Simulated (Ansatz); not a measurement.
Species: GeF, charge 1, multiplicity 1. 
Structure (B3LYP-D3(BJ)/def2-TZVP (Ansatz, a quantum-chemistry and plane-wave program) minimum search):
```xyz
2

F      0.0000     0.0000    -1.3168
Ge     0.0000     0.0000     0.3704
```
Charge +1, spin multiplicity 1.

Basis-set convergence of Hartree-Fock and CCSD(T) correlation energies (hartree) with Ansatz. Valence correlation only, unless marked. No spin-orbit coupling. The frozen core is the preceding noble-gas configuration, with the filled d and f shells of earlier blocks. No relativistic terms.

```
basis       functions        E(HF)  E(corr, CCSD(T))
----------  ---------  -----------  ----------------
def2-SVP           46  -2174.19818          -0.26415
def2-TZVPP         79  -2174.59603          -0.33670
def2-QZVPP        146  -2174.64317          -0.36373
```

Extrapolating the two largest sets (X = 3 and 4) as X^-3: E(corr) = (64·(-0.36373) - 27·(-0.33670))/37 = -0.3835 Eh, an estimate of the basis-set limit. The largest set recovers 94.9 % of it, the smallest 68.9 %.
